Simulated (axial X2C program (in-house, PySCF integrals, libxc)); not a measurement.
# Low determinants of GaC at the PBE0 level, two-component

Computed with an axial X2C code built on PySCF integrals. Two-component (2c) means X2C with spin–orbit coupling and atomic mean-field two-electron Coulomb and Gaunt terms. Basis: Ga dyall-cv3z [9s9p7d4f1g], C dyall-v3z [7s6p2d1f] (cores contracted in-house); Gaussian nuclei, density fitting, unrestricted open shells. Masses: Ga 68.926 u, C 12.000 u.

Search at 2.002 Å (vertical energies from the lowest determinant):

```json
{"ΔE (eV)": "0.00", "state": "Ω = 3/2", "electrons beyond evenly filled partner blocks": "ω = 3/2", "electrons in ±ω = 1/2, 3/2, 5/2, 7/2": "26 9 2 0"}
{"ΔE (eV)": "0.53", "state": "Ω = 1/2", "electrons beyond evenly filled partner blocks": "2 × ω = -1/2, ω = 3/2", "electrons in ±ω = 1/2, 3/2, 5/2, 7/2": "26 9 2 0"}
{"ΔE (eV)": "1.29", "state": "Ω = 1/2", "electrons beyond evenly filled partner blocks": "ω = 1/2", "electrons in ±ω = 1/2, 3/2, 5/2, 7/2": "27 8 2 0"}
{"ΔE (eV)": "1.31", "state": "Ω = 5/2", "electrons beyond evenly filled partner blocks": "2 × ω = 1/2, ω = 3/2", "electrons in ±ω = 1/2, 3/2, 5/2, 7/2": "26 9 2 0"}
{"ΔE (eV)": "1.33", "state": "Ω = 1/2", "electrons beyond evenly filled partner blocks": "ω = 1/2", "electrons in ±ω = 1/2, 3/2, 5/2, 7/2": "25 10 2 0"}
{"ΔE (eV)": "3.42", "state": "Ω = 5/2", "electrons beyond evenly filled partner blocks": "ω = -1/2, 2 × ω = 3/2", "electrons in ±ω = 1/2, 3/2, 5/2, 7/2": "25 10 2 0"}
{"ΔE (eV)": "4.00", "state": "Ω = 7/2", "electrons beyond evenly filled partner blocks": "ω = 1/2, 2 × ω = 3/2", "electrons in ±ω = 1/2, 3/2, 5/2, 7/2": "25 10 2 0"}
```

Lowest determinant, Ω = 3/2 (⟨Sz⟩ = 1.50, ⟨Lz⟩ = 0.00 at PBE0): Re = 1.995 Å, ωe = 542.2 cm⁻¹.

The determinant in row 2 of the search, Ω = 1/2 (⟨Sz⟩ = 0.50, ⟨Lz⟩ = 0.00 at PBE0), was followed along the bond at PBE0; measured from the minimum of the lowest determinant it gives:

Te = 0.526 eV (4244 cm⁻¹), Re = 1.980 Å, ωe = 553.0 cm⁻¹.

Compare the bond of the determinant in row 2 with that of the lowest one.

At PBE0 its Re is 0.015 Å shorter and its force constant, which goes as ωe², is 1.04 times that of the lowest determinant. This determinant mixes spin states, so it has no term energy of its own.

The search compares states at one distance, so a state with another bond length can lie lower; it is not exhaustive and yields mostly the lowest determinant of each block pattern, so other components and higher states of one pattern are missing. These are energies of single determinants, not of spin-adapted states; PBE0 term energies can be off by some tenths of an eV, and the functional has no current term.
